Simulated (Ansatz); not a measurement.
Total energies of BrClGeH, SMILES `[Cl][GeH][Br]` radical.

```xyz
4

Cl    1.615   -1.130   -0.171
Ge    0.014    0.272   -0.492
Br   -0.369    1.421    1.471
H    -1.259   -0.563   -0.808
```

Charge 0, multiplicity 2. Correlated methods include outer-core shells of Br, Ge, which these sets cover unevenly. Scalar relativity is left out up to krypton. The structure was optimised at the PBE0-D4/def2-TZVP level. Basis def2-TZVPP, Ansatz 0.2.0.

RPA on PBE orbitals: Hartree–Fock energy of these orbitals -5107.88212 Eh, correlation -1.07821 Eh (frozen core).

```tsv
functional	energy without D4 (Eh)	D4 term (kJ/mol)
LDA (SPW92)	-5103.81552	–
PBE	-5111.13681	-11.2
revPBE	-5111.56103	-25.9
r2SCAN	-5111.97357	-2.3
PBE0	-5111.31540	-9.6
B3LYP	-5112.11386	-18.7
r2SCAN0	-5111.94974	-2.9
BHLYP	-5111.99655	-17.9
B2PLYP	-5111.14222	–
PBE-QIDH	-5110.59225	–
```

Question: Give the same for BLYP, B97M-V, r2SCANh, HSE06 (plane-wave form), CAM-B3LYP, LC-ωPBE, ωB97X-V, ωB97M-V. (Estimate.)

Answer: Computed: 
| functional | energy without D4 (Eh) | D4 term (kJ/mol) |
| --- | --- | --- |
| BLYP | -5112.10509 | -23.8 |
| B97M-V | -5111.05387 | – |
| r2SCANh | -5111.96349 | -2.6 |
| HSE06 (plane-wave form) | -5111.31316 | -9.1 |
| CAM-B3LYP | -5112.28209 | -10.1 |
| LC-ωPBE | -5111.26443 | – |
| ωB97X-V | -5111.52529 | – |
| ωB97M-V | -5111.74081 | – |

B3LYP takes the VWN-RPA correlation (the form of Gaussian; ORCA's B3LYP/G). HSE06 is the plane-wave form, built on full-range PBE exchange. The double hybrids freeze the cores in their second-order part.

LC-ωPBE has ω = 0.4 bohr⁻¹.
